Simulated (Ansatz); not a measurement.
```yaml
crystal:
  periodic: [false, false, false]
  atoms:
    - {symbol: C, position_ang: [-0.514003, 1.133202, -0.840786]}
    - {symbol: B, position_ang: [0.269107, -0.093371, -0.492136]}
    - {symbol: C, position_ang: [0.360697, -0.785010, 0.937659]}
    - {symbol: F, position_ang: [0.919921, -0.718434, -1.496091]}
    - {symbol: H, position_ang: [-0.635943, 1.718236, -1.907412]}
    - {symbol: H, position_ang: [-1.103989, 1.590778, -0.136147]}
    - {symbol: H, position_ang: [-0.117307, -0.331183, 1.796713]}
    - {symbol: H, position_ang: [1.399400, -0.878014, 1.295326]}
    - {symbol: H, position_ang: [-0.001196, -1.833960, 0.947265]}
basis:
  gaussian: {orbitals: x2c-TZVPPall}
magnetization: {spin_polarized: false, initial_magnetization: 1}
hamiltonian: {xc: {name: revPBE}}
accuracy: high
scf: {lower_state_search: light}
output: {forces: true}
```

```sh
$ ansatz run in.yaml --threads 4 --pin off --events-out ev --progress --plain --max-ram 10444MiB
```

Shortened log:

```
Functional definition: revPBE
3405 factors; integrals over basis functions are off by at most 3.5e-8 eV
mean field evaluation 1: about -5541.5340 eV, gradient 6.9e1 eV
mean field evaluation 2: about -5541.5266 eV, gradient 6.9e1 eV
mean field evaluation 4: about -5552.4828 eV, gradient 6.9e0 eV
mean field evaluation 8: about -5552.6262 eV, gradient 5.0e-1 eV
mean field evaluation 16: about -5552.6267 eV, gradient 5.4e-5 eV
mean field -5552.62667503 eV, -204.0552666019 hartree, gradient 4.0e-8 eV, S^2 0.750000; 0 other end points of the search recorded, 0 dependent functions left out
reference -5552.62668002 eV, -204.0552667851 hartree; 16, 15 occupied and 178, 179 virtual orbitals, 3405 factors
Total energy: -5552.62668002 eV, -204.0552667851 hartree
Relativity: scalar
Atom 0 at    -0.514003     1.133202    -0.840786 Å, force     0.089635     1.646498    -4.107300 eV/Å
Atom 1 at     0.269107    -0.093371    -0.492136 Å, force     0.460363    -1.183463     0.495283 eV/Å
Atom 2 at     0.360697    -0.785010     0.937659 Å, force     0.317179    -0.460801     0.238516 eV/Å
Atom 3 at     0.919921    -0.718434    -1.496091 Å, force     0.372595    -0.279631    -0.364815 eV/Å
Atom 4 at    -0.635943     1.718236    -1.907412 Å, force     0.584848    -1.693203     2.396437 eV/Å
Atom 5 at    -1.103989     1.590778    -0.136147 Å, force    -1.534852     1.248874     1.911726 eV/Å
Atom 6 at    -0.117307    -0.331183     1.796713 Å, force    -0.596428     0.599935     0.127487 eV/Å
Atom 7 at     1.399400    -0.878014     1.295326 Å, force     0.276842    -0.024491    -0.356659 eV/Å
Atom 8 at    -0.001196    -1.833960     0.947265 Å, force     0.029818     0.146281    -0.340678 eV/Å
Dipole moment:    -0.179799     0.196151     0.194276 e Å
```

Run time 8 s (4 threads of an Arm Neoverse V2 on a shared host); peak host memory 0.97 GiB.
